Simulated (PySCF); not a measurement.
F4Ge.

```xyz
5

F      0.9855     0.9855    -0.9855
Ge     0.0000     0.0000     0.0000
F     -0.9855     0.9855     0.9855
F     -0.9855    -0.9855    -0.9855
F      0.9855    -0.9855     0.9855
```

The structure is a stationary point at TPSSh-D3(BJ)/def2-SVP. The isomer is the one that the SMILES or the coordinates give; other isomers of the formula were not compared.

The numbers are results of PySCF with PBE0/pcSseg-1, not measurements. Non-relativistic, no solvent.

Give the absolute GIAO shielding of each atom: isotropic value and principal components (ppm). (The exact figures need the calculation; the answer reports its results.)


```json
[
 {"atom": "F1", "σ(iso)": "332.5", "σ11": "284.6", "σ22": "284.6", "σ33": "428.5", "span": "143.9"},
 {"atom": "Ge2", "σ(iso)": "1470.6", "σ11": "1470.6", "σ22": "1470.6", "σ33": "1470.6", "span": "0.0"},
 {"atom": "F3", "σ(iso)": "332.5", "σ11": "284.6", "σ22": "284.6", "σ33": "428.5", "span": "143.9"},
 {"atom": "F4", "σ(iso)": "332.5", "σ11": "284.6", "σ22": "284.6", "σ33": "428.5", "span": "143.9"},
 {"atom": "F5", "σ(iso)": "332.5", "σ11": "284.6", "σ22": "284.6", "σ33": "428.5", "span": "143.9"}
]
```
